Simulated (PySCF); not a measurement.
AgCl (SMILES [Cl][Ag]), singlet, geometry from GFN2-xTB (such geometries of metal compounds can be far from the true shape) (core potentials on Ag). Base run: PBE/def2-SVP, polarisability run with PySCF.

PySCF was given this input:
```python
from pyscf import gto, scf, dft
from pyscf.prop import polarizability

mol = gto.Mole()
mol.atom = '''
    Ag   -0.000000   -0.000000   -0.587250
    Cl    0.000000    0.000000    1.623574
'''
mol.basis = 'def2-svp'
mol.ecp = {'Ag': 'def2-svp'}
mol.charge = 0
mol.spin = 0
mol.verbose = 4
mol.build()

mf = dft.RKS(mol)
mf.xc = 'pbe'
mf.kernel()
alpha = mf.Polarizability().polarizability()[2, 2]
print('alpha_zz =', alpha)
```

Variants of this job, named by their change:

```csv
change,alpha_zz (bohr³),basis functions
base,48.32,49
basis = def2-TZVPD,?,?
functional = camb3lyp,42.10,49
basis = def2-SVPD,56.66,61
functional = hf,32.57,49
finite field (a.u.) = 0.001; conv_tol = 1e-6,47.71,49
finite field (a.u.) = 2e-4; conv_tol = 1e-11,48.32,49
"functional = lda,vwn",48.35,49
finite field (a.u.) = 0.02; conv_tol = 1e-11,49.00,49
basis = def2-TZVP,?,?
functional = pbe0,43.43,49
finite field (a.u.) = 0.005; conv_tol = 1e-11,48.36,49
```

Task: Some entries are withheld; supply them.

Result: 
- basis = def2-TZVPD, alpha_zz (bohr³): 58.70
- basis = def2-TZVPD, basis functions: 86
- basis = def2-TZVP, alpha_zz (bohr³): 54.94
- basis = def2-TZVP, basis functions: 77

Finite-field rows take the second difference of the energy in a field along z; a small field with loose convergence shows SCF noise divided by the square of the field, and a large one adds hyperpolarisability.
